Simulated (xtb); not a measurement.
CH7ClN2Si2, SMILES C1[SiH2][Si@@](N1)(N)Cl. All values are semi-empirical tight-binding results from xtb (GFN2-xTB unless named), good for trends rather than for accurate numbers. Geometry optimised at GFN2-xTB. The structure was generated by enumeration; whether it is a known compound was not checked. One conformer was computed; it need not be the lowest.

Optimised geometry:

```xyz
13

N      1.8718     0.6971    -0.8627
Si     0.4355     0.2115    -0.0405
Cl     0.8718     0.7269     1.8837
N      0.1180    -1.4548    -0.3025
C     -1.2395    -1.6336    -0.8073
Si    -1.7432     0.2277    -0.8404
H      2.3752     1.5152    -0.5631
H      1.9520     0.5630    -1.8562
H      0.6741    -2.2767    -0.1344
H     -1.2302    -2.1301    -1.7829
H     -1.8352    -2.2586    -0.1346
H     -2.0195     0.6906    -2.2063
H     -2.9213     0.4960    -0.0114
```
Charge 0, spin multiplicity 1.

```json
{
 "orbital_gap": "4.02 eV",
 "dipole_moment": "2.81 D",
 "zero_point_energy": "54.1 kcal/mol",
 "G − E(el) at 298.15 K (modified RRHO)": "32.7 kcal/mol",
 "static polarisability (D4 model)": "95.4 bohr³",
 "solvation energy, GFN2-xTB/ALPB(water)": "-4.3 kcal/mol",
 "solvation energy, GFN2-xTB/ALPB(acetonitrile)": "-5.9 kcal/mol"
}
```

Computed atomic charges and the Wiberg bond orders between heavy atoms:
charges (e) N1 -0.39, Si2 0.48, Cl3 -0.30, N4 -0.35, C5 -0.10, Si6 0.39, H7 0.16, H8 0.16, H9 0.13, H10 0.00, H11 0.01, H12 -0.09, H13 -0.08. Bond orders N1–Si2 1.14, Si2–Cl3 0.97, Si2–N4 1.14, N4–C5 1.04, Si2–Si6 0.75, C5–Si6 0.90.
